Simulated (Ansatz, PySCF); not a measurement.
Spin gap between two states, R1 and P1; the higher of the two is an excited state, each structure at its B3LYP-D3(BJ)/def2-TZVP stationary point, reached from a drawn start (curvature not checked).
R1, C2H4 (SMILES C=C) (charge 0, multiplicity 1):
```json
[
 {"atom": "C", "x (Å)": "0.0000", "y (Å)": "0.0000", "z (Å)": "0.6623"},
 {"atom": "C", "x (Å)": "0.0000", "y (Å)": "0.0000", "z (Å)": "-0.6623"},
 {"atom": "H", "x (Å)": "0.6515", "y (Å)": "0.6516", "z (Å)": "1.2319"},
 {"atom": "H", "x (Å)": "-0.6515", "y (Å)": "-0.6516", "z (Å)": "1.2319"},
 {"atom": "H", "x (Å)": "0.6516", "y (Å)": "0.6515", "z (Å)": "-1.2319"},
 {"atom": "H", "x (Å)": "-0.6516", "y (Å)": "-0.6515", "z (Å)": "-1.2319"}
]
```
P1, C2H4 (SMILES C=C) (charge 0, multiplicity 3):
```csv
atom,x (Å),y (Å),z (Å)
C,0.0000,0.0000,0.7213
C,0.0000,0.0000,-0.7213
H,0.9232,0.0000,1.2937
H,-0.9232,0.0000,1.2937
H,0.0000,0.9232,-1.2937
H,0.0000,-0.9232,-1.2937
```

P less R. No zero-point or thermal terms; singlets are restricted closed shells; open shells are unrestricted.

Programs: Ansatz (Gaussian orbitals); PySCF for the D3/D4 terms. All values are computed, each at the level named.

**Question.** One of these levels gives 2.858 eV for the spin gap. Name it.
A. r2SCAN-D3(BJ)/def2-TZVPP
B. BLYP-D4/def2-TZVPP
C. HF/cc-pVTZ

**Answer.** B, BLYP-D4/def2-TZVPP. The others give 1.895 (HF/cc-pVTZ), 2.480 (r2SCAN-D3(BJ)/def2-TZVPP)

Ansatz is an electronic-structure program.
